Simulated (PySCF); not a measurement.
C₆H₅, SMILES c1[c]cccc1, multiplicity 2.

Geometry: PBE0-D3(BJ)/def2-SVP. The isomer is the one that the SMILES or the coordinates give; other isomers of the formula were not compared.

Calculation: CAM-B3LYP/def2-TZVP (PySCF).

The molecule is in vacuum.

| Quantity | Result |
|---|---|
| total energy | -231.50612 hartree |
| point group | C2v |
| α spin, highest occupied and lowest empty level | -8.47 and 0.64 eV |
| β spin, highest occupied and lowest empty level | -8.51 and -1.01 eV |
| dipole moment | 0.87 D |
| quadrupole, principal values (traceless, Buckingham form, about the centre of nuclear charge) | -7.11, 0.48, 6.64 D·Å |
| mean static polarisability | 63.6 bohr³ (9.42 Å³) |
| polarisability, principal values | 38.2, 73.6, 78.8 bohr³ |
| ⟨S²⟩ | 0.759 (pure state 0.75) |
